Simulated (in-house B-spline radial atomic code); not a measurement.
How numerical settings move a run on neutral molybdenum, [Kr] 4d5 5s1. Computed with an all-electron radial atomic-structure program (B-spline basis): Dirac-Kohn-Sham PBE0, spherical fractional occupations, Fermi nucleus of rms radius 4.4091 fm.

Command:
```bash
python run_scf.py task.json out
```
Settings of the sound reference run:
```
Z                42
electrons        42
configuration    [Kr] 4d5 5s1
hamiltonian      dirac
method           pbe0
spin_polarised   False
nucleus          fermi
rms_radius       4.4091
mass_number      98
atomic_mass      97.9054
speed_of_light   137.036
knot_spacing     0.22
spline_order     8
gauss_points     12
box_radius       50
max_iterations   70
damping          0.5
damped_steps     3
diis_vectors     10
tolerance        1e-08
start            Thomas-Fermi
```

Run time, properties included: 2.3 s on 1 thread of Arm Neoverse N1 (shared host).

It converges in 10 iterations to -4049.008075 hartree, with 4d5/2 at -3.83369 eV. The other runs change the listed settings, some to values that make no sense; their results aren't properties of the atom or ion. Radii are in bohr (the nuclear one in fm), a minus after a letter asks for a j subshell, and «unchanged» means within 1e-8 hartree. The run stops when the residual is below 10 × tolerance × max(1, Z/10), or a noise floor if that is larger, and the energy moves by less than 1e-8 × √|E| hartree; so very loose and very tight tolerances often act alike.

| changed settings | outcome |
| --- | --- |
| knot_spacing = 1.4 | converged in 11 iterations, energy +1.26e+02 hartree from the reference, 4d5/2 level -9.2e+00 eV (the program warns: 3s1/2 reaches the box edge) |
| knot_spacing = 0.3 | converged in 10 iterations, energy +1.23e-05 hartree from the reference |
| spline_order = 10 | converged in 10 iterations, energy -1.06e-07 hartree from the reference, 4d5/2 level -1.2e-06 eV |
| knot_spacing = 1 | converged in 11 iterations, energy +1.41e+01 hartree from the reference, 4d5/2 level -1.4e+00 eV |
| knot_spacing = 0.1 | converged in 10 iterations, energy -2.24e-06 hartree from the reference, 4d5/2 level -1.2e-06 eV |
| spline_order = 6 | converged in 10 iterations, energy +4.29e-06 hartree from the reference, 4d5/2 level +8.5e-07 eV |
| box_radius = 2 | converged in 8 iterations, energy +1.40e+01 hartree from the reference, 4d5/2 level +6.8e+01 eV (the program warns: 4d5/2 has a positive eigenvalue: unbound, held by the box; 4p1/2 has a positive eigenvalue: unbound, held by the box) |
| spline_order = 6, gauss_points = 4, max_iterations = 100 | converged in 10 iterations, energy +9.55e-07 hartree from the reference, 4d5/2 level +4.1e-07 eV |
| first_knot = 0.000238, max_iterations = 75, diis_vectors = 20 | converged in 10 iterations, energy +1.36e-04 hartree from the reference, 4d5/2 level -8.2e-07 eV |
| spline_order = 4 | converged in 10 iterations, energy +1.83e-03 hartree from the reference, 4d5/2 level -1.1e-04 eV |
| box_radius = 100, first_knot = 0.000238, max_iterations = 100 | converged in 10 iterations, energy +1.36e-04 hartree from the reference, 4d5/2 level -8.3e-07 eV |
| spline_order = 3 | converged in 10 iterations, energy +1.08e-01 hartree from the reference, 4d5/2 level -5.6e-03 eV |
| box_radius = 15 | converged in 10 iterations, energy +5.70e-06 hartree from the reference, 4d5/2 level +8.5e-04 eV (the program warns: 4d5/2 reaches the box edge; 4d3/2 reaches the box edge) |
| knot_spacing = 0.15 | converged in 10 iterations, energy -2.14e-06 hartree from the reference, 4d5/2 level -1.2e-06 eV |
| method = hf, speed_of_light = 37.80823 | converged in 11 iterations to -5267.5821 hartree, a different physical problem |
| knot_spacing = 0.4 | converged in 11 iterations, energy +1.01e-03 hartree from the reference, 4d5/2 level +6.9e-05 eV |
| spline_order = 7 | converged in 10 iterations, energy +4.49e-07 hartree from the reference, 4d5/2 level -9.4e-07 eV |
| electrons = 43, configuration = [Kr] 4d5 5s1 6p-1, max_iterations = 75 | converged in 21 iterations to -4049.0003 hartree, a different physical problem (warning: 6p1/2 has a positive eigenvalue: unbound, held by the box) |
| box_radius = 10 | converged in 10 iterations, energy +9.67e-04 hartree from the reference, 4d5/2 level +6.9e-02 eV (the program warns: 4d5/2 reaches the box edge; 4d3/2 reaches the box edge) |
| electrons = 45, configuration = [Kr] 4d5 5s1 6s3, max_iterations = 60 | stopped with error: shell 6s holds at most 2 electrons |

Question: What happens with knot_spacing = 0.55?

Answer: Converged in 11 iterations, energy +1.67e-01 hartree from the reference, 4d5/2 level -4.0e-03 eV.

Question: What happens with gauss_points = 4, max_iterations = 75, start = bare nucleus?

Answer: Converged in 13 iterations, energy +3.31e-07 hartree from the reference, 4d5/2 level -2.8e-05 eV.

Question: What happens with knot_spacing = 0.75, box_radius = 25, max_iterations = 75, damped_steps = 30, diis_vectors = 20?

Answer: Converged in 20 iterations, energy +6.68e+00 hartree from the reference, 4d5/2 level -1.1e-01 eV (the program warns: 3s1/2 reaches the box edge; 3p1/2 reaches the box edge).

Question: What happens with box_radius = 7.5?

Answer: Converged in 10 iterations, energy +1.22e-02 hartree from the reference, 4d5/2 level +4.9e-01 eV (the program warns: 4d5/2 reaches the box edge; 4d3/2 reaches the box edge).
